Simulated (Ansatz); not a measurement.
```yaml
crystal:
  periodic: [false, false, false]
  atoms:
    - {symbol: C, position_ang: [-2.004029, 0.867000, -1.382093]}
    - {symbol: N, position_ang: [-1.780256, -0.152718, -0.437255]}
    - {symbol: C, position_ang: [-2.607977, -1.212161, -0.069207]}
    - {symbol: C, position_ang: [-2.102495, -1.984061, 0.872521]}
    - {symbol: C, position_ang: [-0.827975, -1.512668, 1.084639]}
    - {symbol: C, position_ang: [-0.638458, -0.371415, 0.326001]}
    - {symbol: C, position_ang: [0.477365, 0.550234, 0.240926]}
    - {symbol: C, position_ang: [0.549501, 1.978186, 0.148797]}
    - {symbol: C, position_ang: [1.946289, 2.393348, 0.145470]}
    - {symbol: C, position_ang: [2.689096, 1.119950, 0.174625]}
    - {symbol: N, position_ang: [1.823627, 0.120988, 0.150700]}
    - {symbol: C, position_ang: [2.271206, -1.248143, 0.126540]}
    - {symbol: H, position_ang: [-2.698772, 0.522128, -2.177691]}
    - {symbol: H, position_ang: [-2.495577, 1.717806, -0.947904]}
    - {symbol: H, position_ang: [-1.058787, 1.250423, -1.828175]}
    - {symbol: H, position_ang: [-3.668919, -1.179152, -0.594827]}
    - {symbol: H, position_ang: [-2.635177, -2.861175, 1.278774]}
    - {symbol: H, position_ang: [-0.161574, -1.879185, 1.824963]}
    - {symbol: H, position_ang: [-0.325828, 2.573193, 0.258995]}
    - {symbol: H, position_ang: [2.300962, 3.311887, 0.149550]}
    - {symbol: H, position_ang: [3.736109, 0.968920, 0.062543]}
    - {symbol: H, position_ang: [3.154648, -1.308641, -0.473381]}
    - {symbol: H, position_ang: [1.428132, -1.931202, -0.372384]}
    - {symbol: H, position_ang: [2.380130, -1.699402, 1.173495]}
basis:
  gaussian: {orbitals: def2-SVPD, fitting: {mean_field: cc-pVTZ-jkfit}}
hamiltonian: {xc: {name: B3LYP}}
scf: {lower_state_search: off}
output: {forces: true}
```

```sh
$ ansatz run in.yaml --threads 6 --pin off --events-out ev --progress --plain --max-ram 7833MiB
```

Output, abridged:

```
Functional definition: B3LYP
1308 factors; integrals over basis functions are off by at most 1.5e-1 eV
mean field evaluation 1: about -13520.3276 eV, gradient 7.5e1 eV
mean field evaluation 2: about -13514.4014 eV, gradient 8.8e1 eV
mean field evaluation 4: about -13534.6428 eV, gradient 6.9e0 eV
mean field evaluation 8: about -13534.7605 eV, gradient 2.3e-1 eV
mean field evaluation 16: about -13534.7606 eV, gradient 1.3e-4 eV
mean field -13534.76059828 eV, -497.3932777965 hartree, gradient 2.5e-6 eV, S^2 0.000000; 0 other end points of the search recorded, 0 dependent functions left out
reference -13534.76097760 eV, -497.3932917363 hartree; 43, 43 occupied and 293, 293 virtual orbitals, 1308 factors
Total energy: -13534.76097760 eV, -497.3932917363 hartree
Atom 0 at    -2.004029     0.867000    -1.382093 Å, force    -0.270980     0.446040    -1.625413 eV/Å
Atom 1 at    -1.780256    -0.152718    -0.437255 Å, force     0.692088    -2.634160     1.975142 eV/Å
Atom 2 at    -2.607977    -1.212161    -0.069207 Å, force    -5.271967     3.254489    -4.593227 eV/Å
Atom 3 at    -2.102495    -1.984061     0.872521 Å, force    -0.832941    -2.704230     1.047469 eV/Å
Atom 4 at    -0.827975    -1.512668     1.084639 Å, force     1.481830     0.742793     0.801614 eV/Å
Atom 5 at    -0.638458    -0.371415     0.326001 Å, force     0.625005     1.045747    -0.542896 eV/Å
Atom 6 at     0.477365     0.550234     0.240926 Å, force     1.910597     1.397479    -0.621659 eV/Å
Atom 7 at     0.549501     1.978186     0.148797 Å, force     1.731622    -1.502541     0.721470 eV/Å
Atom 8 at     1.946289     2.393348     0.145470 Å, force    -2.241154    -7.883905     0.069654 eV/Å
Atom 9 at     2.689096     1.119950     0.174625 Å, force    -1.355516     4.656540    -0.547157 eV/Å
Atom 10 at     1.823627     0.120988     0.150700 Å, force    -1.749236    -1.457931     0.711205 eV/Å
Atom 11 at     2.271206    -1.248143     0.126540 Å, force    -2.874193    -2.294398     0.444428 eV/Å
Atom 12 at    -2.698772     0.522128    -2.177691 Å, force     0.452318    -0.085407     0.176470 eV/Å
Atom 13 at    -2.495577     1.717806    -0.947904 Å, force    -0.382890     0.833509     0.544343 eV/Å
Atom 14 at    -1.058787     1.250423    -1.828175 Å, force    -0.416703    -0.485279     0.166524 eV/Å
Atom 15 at    -3.668919    -1.179152    -0.594827 Å, force     2.164439    -0.452860     1.276436 eV/Å
Atom 16 at    -2.635177    -2.861175     1.278774 Å, force     0.511778     0.436020    -0.024342 eV/Å
Atom 17 at    -0.161574    -1.879185     1.824963 Å, force     0.789052    -0.266104     0.583215 eV/Å
Atom 18 at    -0.325828     2.573193     0.258995 Å, force    -0.552379     0.774402    -0.037303 eV/Å
Atom 19 at     2.300962     3.311887     0.149550 Å, force     1.860707     4.512203    -0.030707 eV/Å
Atom 20 at     3.736109     0.968920     0.062543 Å, force     0.829862    -0.206651     0.067450 eV/Å
Atom 21 at     3.154648    -1.308641    -0.473381 Å, force     0.895973    -0.236135    -0.230193 eV/Å
Atom 22 at     1.428132    -1.931202    -0.372384 Å, force     1.740028     1.462778     0.844270 eV/Å
Atom 23 at     2.380130    -1.699402     1.173495 Å, force     0.262661     0.647601    -1.176794 eV/Å
Dipole moment:     0.037556    -0.141978    -0.239590 e Å
Checks for a lower state left out: stability, starts, cluster_reference, orbital_swaps, neighbouring_geometries, increment
```

It took 6 s on 6 threads of Intel Xeon on a shared host, peak host memory 1 GiB.

B3LYP takes the VWN-RPA correlation.
